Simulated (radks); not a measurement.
Species: Ar3+. Configuration: [Ne] 3s2 3p2 7f1 (not the ground configuration). Calculated with a radial shooting solver on a logarithmic mesh with Libxc functionals: scalar-relativistic Kohn-Sham, PBEsol, spin-polarised, spherical densities, finite nucleus; open shells are filled with parallel spins first; Fermi nuclear charge, rms radius 3.4274 fm.

Normalised radial functions P(r) = r R(r), r in bohr:

```
   r/bohr * 2s down, o 3p down (the largest magnitude, 1.63, reaches the edge; | marks zero, & curves that meet)
  0.01121                             o     *
  0.01519                             o       *
  0.02075                             o         *
  0.02835                             |o          *
  0.03842                             |o           *
  0.05249                             | o         *
  0.07113                             |  o      *
  0.09718                             |    &
   0.1328                         *   |     o
   0.1799               *             |       o
   0.2458      *                      |       o
   0.3331  *                          |     o
   0.4551     *                       |o
   0.6218              *        o     |
   0.8427                o     *      |
    1.151             o             * |
     1.56                o            *
    2.131                      o      *
    2.912                          o  *
    3.946                             &
    5.391                             &
    7.307                             &
    9.982                             &
    13.64                             &
    18.48                             &
    25.25                             &
    34.22                             &
    46.75                             &
```

2s down: eigenvalue -361.53 eV, 1 radial node at r = 0.117 bohr, <r> = 0.413 bohr, 90 % of the charge inside 0.644 bohr. 3p down (empty): eigenvalue -60.904 eV, 1 radial node at r = 0.479 bohr, <r> = 1.34 bohr, 90 % of the charge inside 2.03 bohr.
